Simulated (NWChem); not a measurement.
Total energies of GeI

```
Ge
I 1 2.5334
```
Charge 0, spin multiplicity 2.

All runs are NWChem calculations. Structure: optimised with UPBE0/def2-SVP with def2 effective core potentials on I, a minimum by its harmonic frequencies.

Basis set: def2-SVP (58 functions).

```csv
method,total energy (Ha)
UHF,-2371.77364
UMP2,-2372.07748
UB2PLYP,-2373.78783
UPBE,-2374.11969
UB3LYP,-2374.58545
UCAM-B3LYP,-2374.56312
```

Total energies of different functionals aren't comparable as a measure of quality: only differences taken within one method are. 

Effective core potentials replace the inner electrons of I; spin-orbit coupling is left out. The correlated methods keep 13 core orbitals frozen. B3LYP has NWChem's definition, with VWN1-RPA local correlation. This spin state was chosen for the runs; another may lie lower. The structure started from a generated list of species. The unpaired electrons of the parent sit in orbitals of symmetry b2 (C2v labels of the run); other states weren't searched. No SCF solution was tested for a lower state. Open-shell Hartree-Fock references start from PBE0 orbitals.
